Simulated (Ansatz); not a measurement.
Total energies of `FC(F)(F)c1cc2sc(-c3cc4sc(-c5cc6sc(-c7cc8sc(C(F)(F)F)cc8s7)cc6s5)cc4s3)cc2s1` from Ansatz at PBE0-D4/def2-SVP, gas phase (1 Eh = 27.2114 eV = 2625.5 kJ/mol). The reference geometry is relaxed at PBE-D4/def2-SVP.

```tsv
state	geometry	energy (Eh)
charge 0 singlet	reference	-4775.30809
charge 1 doublet	reference	-4775.06641
charge 1 doublet	relaxed at PBE-D4/def2-SVP	-4775.07039
charge -1 doublet	reference	-4775.37773
charge -1 doublet	relaxed at PBE-D4/def2-SVP	-4775.37704
free F atom (doublet)	–	-99.54906
free C atom (triplet)	–	-37.76066
free S atom (triplet)	–	-397.83788
free H atom (doublet)	–	-0.50029
```

Single mean-field runs in def2-SVP are fitted with def2-universal-jkfit.

Q: Work out the vertical ionisation energy to the doublet.

A: E(charge 1 doublet) − E(charge 0 singlet) = -4775.06641 − (-4775.30809) = 0.24168 Eh = 6.58 eV. For comparison, −ε of the highest occupied level is 5.62 eV at this level, 0.96 eV less.

Q: Work out the vertical electron affinity, to the doublet.

A: E(charge 0 singlet) − E(charge -1 doublet) = -4775.30809 − (-4775.37773) = 0.06964 Eh = 1.90 eV. The basis lacks diffuse functions, which makes affinities too small.

Q: Give the fundamental gap IE − EA, the Mulliken electronegativity (IE + EA)/2 and the hardness (IE − EA)/2.

A: From the values in Eh: IE − EA = 0.24168 − 0.06964 = 0.17204 Eh = 4.68 eV; (IE + EA)/2 = 4.24 eV; (IE − EA)/2 = 2.34 eV. The HOMO–LUMO gap of the same run is 2.86 eV, 1.82 eV smaller than the fundamental gap.

Q: How much does the charge 1 doublet relax, and what is the adiabatic ionisation energy?

A: Relaxation: -4775.06641 − (-4775.07039) = 0.00398 Eh = 0.11 eV. Adiabatic ionisation energy: 0.23770 Eh = 6.47 eV, without zero-point energy. 

Q: How much does the charge -1 doublet relax, and what is the adiabatic electron affinity?

A: Relaxation: -4775.37773 − (-4775.37704) = -0.00069 Eh = -0.02 eV. Adiabatic electron affinity: 0.06895 Eh = 1.88 eV, without zero-point energy. 

Q: What is the binding energy per atom against free atoms?

A: Atoms: 6 × (-99.54906) + 26 × (-37.76066) + 8 × (-397.83788) + 8 × (-0.50029) = -4765.77688 Eh. Binding: -4765.77688 − (-4775.30809) = 9.53121 Eh = 259.36 eV, or 5.40 eV for each of 48 atoms (no zero-point energy, no counterpoise term).
